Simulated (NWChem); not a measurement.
All runs are NWChem calculations. System: CH4SSn, charge 0, spin multiplicity 1, at a geometry optimised with B3LYP/def2-SVP with def2 effective core potentials on Sn. The structure started from a generated list of species. Level: B3LYP/def2-TZVPP with def2 effective core potentials on Sn, VWN1-RPA local correlation.

Input file:

```
start mol
memory heap 200 mb stack 900 mb global 1100 mb
geometry units angstroms nocenter noautoz noautosym
  Sn     0.186608     0.104810     0.560824
  C      1.557962     0.937337    -0.985014
  H      1.602779     2.033851    -0.868307
  H      1.244958     0.697582    -2.011719
  H      2.575226     0.545872    -0.814423
  S     -1.365817    -0.800797    -1.136362
  H     -2.248069    -1.329045    -0.254862
end
basis spherical
  * library def2-tzvpp
end
ecp
  Sn library def2-ecp
end
dft
  xc b3lyp
  semidirect memsize 60000000 filesize 0
  iterations 100
end
task dft energy
```

Part of the output:

```
             Northwest Computational Chemistry Package (NWChem) 7.3.0
             --------------------------------------------------------

                                NWChem Input Module
                                -------------------

 Scaling coordinates for geometry "geometry" by  1.889725989
 (inverse scale =  0.529177249)

                             Geometry "geometry" -> ""
                             -------------------------

 Output coordinates in angstroms (scale by  1.889725989 to convert to a.u.)

  No.       Tag          Charge          X              Y              Z
 ---- ---------------- ---------- -------------- -------------- --------------
    1 Sn                  50.0000     0.18660800     0.10481000     0.56082400
    2 C                    6.0000     1.55796200     0.93733700    -0.98501400
    3 H                    1.0000     1.60277900     2.03385100    -0.86830700
    4 H                    1.0000     1.24495800     0.69758200    -2.01171900
    5 H                    1.0000     2.57522600     0.54587200    -0.81442300
    6 S                   16.0000    -1.36581700    -0.80079700    -1.13636200
    7 H                    1.0000    -2.24806900    -1.32904500    -0.25486200

 Effective nuclear repulsion energy (a.u.)     318.3056736158

            Nuclear Dipole moment (a.u.)
            ----------------------------
        X                 Y               Z
 ---------------- ---------------- ----------------
    -0.0000113384     0.0000566918     0.0000245664


 Summary of "ao basis" -> "" (spherical)
 ------------------------------------------------------------------------------
       Tag                 Description            Shells   Functions and Types
 ---------------- ------------------------------  ------  ---------------------
 *                         def2-tzvpp                 on all atoms

                                 NWChem DFT Module
                                 -----------------

 Summary of "ao basis" -> "ao basis" (spherical)
 ------------------------------------------------------------------------------
[...]
 Vector   24  Occ=2.000000D+00  E=-2.336138D-01
              MO Center=  2.4D-01,  1.4D-01,  1.8D-01, r^2= 4.3D+00
   Bfn.  Coefficient  Atom+Function         Bfn.  Coefficient  Atom+Function
  ----- ------------  ---------------      ----- ------------  ---------------
     6      0.469777  1 Sn s                  5      0.278745  1 Sn s
    12     -0.252743  1 Sn pz                15      0.241764  1 Sn pz
     2      0.238339  1 Sn s                 18      0.229720  1 Sn pz
    55     -0.219517  2 C  s                  3     -0.200268  1 Sn s
   140     -0.189175  6 S  pz               143     -0.170420  6 S  pz

 Vector   25  Occ=0.000000D+00  E=-9.781984D-02
              MO Center=  7.9D-02,  4.0D-02,  4.7D-01, r^2= 4.1D+00
   Bfn.  Coefficient  Atom+Function         Bfn.  Coefficient  Atom+Function
  ----- ------------  ---------------      ----- ------------  ---------------
    17      0.440814  1 Sn py                20      0.329706  1 Sn py
    11     -0.292020  1 Sn py                14      0.266483  1 Sn py
    16     -0.261738  1 Sn px                19     -0.195247  1 Sn px
   142     -0.195338  6 S  py                10      0.172988  1 Sn px
    13     -0.157761  1 Sn px               139     -0.143780  6 S  py

 Vector   26  Occ=0.000000D+00  E=-2.302649D-02
              MO Center=  1.7D-01,  9.6D-02,  5.6D-01, r^2= 6.5D+00
   Bfn.  Coefficient  Atom+Function         Bfn.  Coefficient  Atom+Function
  ----- ------------  ---------------      ----- ------------  ---------------
    19      0.672173  1 Sn px                55     -0.663019  2 C  s
    20      0.395633  1 Sn py               128      0.376890  6 S  s
    16      0.321952  1 Sn px                98      0.311165  4 H  s
   141      0.239807  6 S  px               143      0.236282  6 S  pz
    21      0.230391  1 Sn pz                10     -0.194304  1 Sn px

 Vector   27  Occ=0.000000D+00  E= 9.989482D-03
              MO Center=  1.7D-01,  1.0D-01,  5.6D-01, r^2= 8.5D+00
   Bfn.  Coefficient  Atom+Function         Bfn.  Coefficient  Atom+Function
  ----- ------------  ---------------      ----- ------------  ---------------
    55      1.889075  2 C  s                  6     -1.184278  1 Sn s
    21      1.058802  1 Sn pz                64      0.458179  2 C  pz
    19     -0.443527  1 Sn px                18      0.420710  1 Sn pz
    84     -0.399396  3 H  s                112     -0.377904  5 H  s
   141      0.366661  6 S  px                62     -0.315999  2 C  px

 center of mass
 --------------
 x =   0.00260503 y =  -0.00039070 z =   0.15935089

 moments of inertia (a.u.)
 ------------------
         476.686916166226        -226.361651933329        -135.928692229311
        -226.361651933329         725.667725157017         -77.303849958463
        -135.928692229311         -77.303849958463         528.103202463298

     Multipole analysis of the density
     ---------------------------------

     L   x y z        total         alpha         beta         nuclear
     -   - - -        -----         -----         ----         -------
     0   0 0 0      0.000000    -24.000000    -24.000000     48.000000

     1   1 0 0      0.301081      5.087478      5.087478     -9.873875
     1   0 1 0      0.173950      2.859817      2.859817     -5.545684
     1   0 0 1      0.660971     15.167725     15.167725    -29.674479

     2   2 0 0    -33.725749   -125.746930   -125.746930    217.768112
     2   1 1 0     -0.425424    -63.088395    -63.088395    125.751366
     2   1 0 1     -1.052180    -22.857958    -22.857958     44.663737
     2   0 2 0    -33.246509    -56.728445    -56.728445     80.210381
     2   0 1 1     -0.588606    -12.861146    -12.861146     25.133685
     2   0 0 2    -36.794061    -87.910192    -87.910192    139.026323

 Task  times  cpu:       50.4s     wall:       50.4s

 Total times  cpu:       50.4s     wall:       50.4s
```
